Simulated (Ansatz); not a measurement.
`CC[Si]O[SiH3]` + `C=CCl` → `CC[SiH]` + `C=C(Cl)O[SiH3]`  (formal exchange of groups at the Si–O bond)

Calculated with Ansatz (gas phase, PBE0-D4/def2-TZVP geometries, no zero-point term in ΔE). CBS: MP2 limit from def2 TZ/QZ plus the TZ coupled-cluster correction, frozen cores. This one scheme is used for every species. Functionals use def2-TZVPP. Each species was taken in one conformer, which may not be the lowest.

`CC[Si]O[SiH3]`:

Z-matrix (Å, degrees):
```
C
C 1 1.531
H 1 1.093 2 111.7
H 1 1.094 2 111.9 3 -120.0
H 1 1.095 2 111.8 3 119.9
Si 2 1.908 1 112.2 3 -177.2
H 2 1.099 1 110.2 3 61.1
H 2 1.096 1 110.1 3 -56.3
O 6 1.651 2 101.1 1 -67.0
Si 9 1.643 6 150.4 2 -4.8
H 10 1.483 9 108.6 6 -141.9
H 10 1.488 9 111.0 6 -21.9
H 10 1.485 9 109.2 6 98.4
```

`C=CCl`:

Cartesian coordinates in Å:
```
C 0.439 0.586 0.096
C -0.462 -0.363 -0.077
Cl -0.069 -2.035 -0.195
H 1.497 0.368 0.175
H 0.118 1.618 0.161
H -1.524 -0.174 -0.160
```

`CC[SiH]`:

```xyz
9

C     0.956   -0.106   -0.062
C    -0.523   -0.424   -0.233
Si   -1.830    0.422    0.840
H     1.569   -0.575   -0.837
H     1.327   -0.464    0.902
H     1.131    0.972   -0.096
H    -0.703   -1.504   -0.270
H    -0.875   -0.057   -1.221
H    -1.051    1.734    0.976
```

`C=C(Cl)O[SiH3]`:

```xyz
10

C    -1.844   -0.009    1.089
C    -0.792   -0.283    0.333
Cl   -0.651   -1.813   -0.491
O     0.224    0.554    0.134
Si    1.603    0.347   -0.783
H    -2.637   -0.729    1.213
H    -1.900    0.949    1.586
H     2.321    1.625   -0.592
H     1.264    0.146   -2.212
H     2.411   -0.787   -0.278
```

CCSD(T)/CBS gives +216.3 kJ/mol.

Task: Another level gave +201.2 kJ/mol. Which?
A. B2PLYP/def2-TZVPP
B. PBE-D4/def2-TZVPP
C. PBE0-D4/def2-TZVPP
D. ωB97X-V/def2-TZVPP

Result: C. PBE0-D4 201.2, ωB97X-V 206.5, B2PLYP 213.5, PBE-D4 196.7 kJ/mol.

Largest T1 diagnostic among the species: 0.013.

From PBE to PBE0 (25 % exact exchange), in def2-TZVPP and without D4, ΔE moves by +4.6 kJ/mol.
